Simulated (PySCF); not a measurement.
# How the method moves the HOMO and LUMO of `C=N[SiH2]C`

Compound: C2H7NSi.
Z-matrix (Å and degrees, PBE0-D3(BJ)/def2-SVP geometry), rows numbered from 1:
```
C 
N   1  1.2610
Si  2  1.7607  1  124.99
C   3  1.8701  2  108.59  1   122.07
H   1  1.1071  2  120.61  3  -179.68
H   1  1.1132  2  124.58  3     0.58
H   3  1.4933  2  106.92  1  -118.64
H   3  1.5051  2  111.25  1     0.01
H   4  1.1007  3  110.88  2   -65.96
H   4  1.1010  3  110.76  2   173.86
H   4  1.1004  3  110.17  2    53.89
```

Basis pcSseg-2 throughout (PySCF), one geometry. Geometry: PBE0-D3(BJ)/def2-SVP, one conformer, isolated molecule.

Q: How do the orbital energies, the gap and the dipole change with the method?

A: 
| method | kind | HOMO (eV) | LUMO (eV) | gap (eV) | μ (D) | SCF cycles |
| --- | --- | --- | --- | --- | --- | --- |
| BLYP | GGA | -5.60 | -1.90 | 3.71 | 1.08 | 14 |
| OPBE | GGA | -5.66 | -1.92 | 3.74 | 1.05 | 14 |
| PBE | GGA | -5.69 | -2.03 | 3.66 | 1.07 | 14 |
| B97-D | GGA | -5.71 | -1.91 | 3.79 | 1.09 | 14 |
| LDA | LDA | -5.77 | -2.26 | 3.51 | 1.11 | 13 |
| BP86 | GGA | -5.80 | -2.10 | 3.70 | 1.09 | 13 |
| KT2 | GGA | -5.82 | -1.95 | 3.88 | 1.08 | 15 |
| KT3 | GGA | -5.85 | -1.94 | 3.91 | 1.06 | 15 |
| B97-2 | global hybrid | -6.82 | -0.96 | 5.85 | 1.17 | 13 |
| B3LYP | global hybrid | -6.87 | -1.17 | 5.70 | 1.17 | 14 |
| PBE0 | global hybrid | -7.07 | -0.91 | 6.16 | 1.18 | 12 |
| mPW1PW91 | global hybrid | -7.10 | -0.92 | 6.19 | 1.19 | 12 |
| BHandHLYP | global hybrid | -8.42 | 0.27 | 8.68 | 1.30 | 12 |
| CAM-B3LYP | range-separated hybrid | -8.48 | 0.27 | 8.75 | 1.25 | 12 |
| wB97X-D | range-separated hybrid | -8.96 | 0.95 | 9.92 | 1.24 | 12 |
| LC-wPBE | range-separated hybrid | -9.80 | 1.50 | 11.29 | 1.29 | 13 |
| HF | Hartree–Fock | -10.56 | 2.79 | 13.34 | 1.46 | 11 |

The HOMO spans 4.95 eV, from BLYP down to HF, and the gap runs from 3.51 eV (LDA) to 13.34 eV (HF). Over the methods BLYP (0 %), OPBE (0 %), PBE (0 %), B97-D (0 %), LDA (0 %), BP86 (0 %), KT2 (0 %), KT3 (0 %), B97-2 (21 %), B3LYP (20 %), PBE0 (25 %), mPW1PW91 (25 %), BHandHLYP (50 %), HF (100 %), a straight line through the gap against the share of exact exchange rises by 0.97 eV for each 10 % (correlation coefficient 0.999). The dipole ranges from 1.05 D (OPBE) to 1.46 D (HF). This basis has no diffuse functions.

The vertical ΔSCF ionisation energy at PBE0/def2-SVPD is 9.20 eV; −ε(HOMO) comes closest to it with wB97X-D (8.96 eV).
